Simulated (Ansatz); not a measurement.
`[CH3][Ge]([CH3])([NH2])[NH2]`, 15 atoms. Total charge 0; spin multiplicity 1. Correlated methods include outer-core shells of Ge, which these sets cover unevenly. Scalar relativity is left out up to krypton. All runs use 4 threads of an Arm Neoverse V2 on a shared host. Correlated methods freeze the cores.

Problem. How many basis functions does each run have, and how long does it take in Ansatz? RHF-MP2/def2-QZVPP energy; RKS PBE0-D4/def2-TZVP relaxation (6 steps); RKS ωB97M-V/def2-QZVPP energy; RKS PBE0-D4/def2-TZVP frequencies; RKS CAM-B3LYP-D4/def2-TZVPP energy; RHF-MP2/def2-TZVPP energy; RKS PBE0-D4/def2-QZVPP energy; direct RPA on PBE orbitals/def2-TZVPP energy; RKS LC-ωPBE/def2-TZVPP energy; RKS PBE0-D4/def2-SVP energy; RKS PBE0-D4/def2-TZVPP energy; RKS SPW92 (LDA)/def2-TZVPP energy. (An estimate is asked.)

Solution. Ansatz gave: Other jobs shared the machine, so times are rough.

```
                                level                   job  functions  wall time  peak host memory (GiB)
                 RKS PBE0-D4/def2-SVP                energy        138      2.1 s                    0.53
           RKS SPW92 (LDA)/def2-TZVPP                energy        312      2.2 s                    0.47
               RKS LC-ωPBE/def2-TZVPP                energy        312      4.7 s                    0.71
               RKS PBE0-D4/def2-TZVPP                energy        312        6 s                       1
          RKS CAM-B3LYP-D4/def2-TZVPP                energy        312        7 s                     1.1
                   RHF-MP2/def2-TZVPP                energy        312        8 s                    0.96
direct RPA on PBE orbitals/def2-TZVPP                energy        312       13 s                       1
               RKS PBE0-D4/def2-QZVPP                energy        617       19 s                     2.7
                RKS PBE0-D4/def2-TZVP  relaxation (6 steps)        232       39 s                    0.74
               RKS ωB97M-V/def2-QZVPP                energy        617       42 s                     3.3
                   RHF-MP2/def2-QZVPP                energy        617       60 s                     5.5
                RKS PBE0-D4/def2-TZVP           frequencies        232    6.3 min                    0.75
```

LC-ωPBE has ω = 0.4 bohr⁻¹.
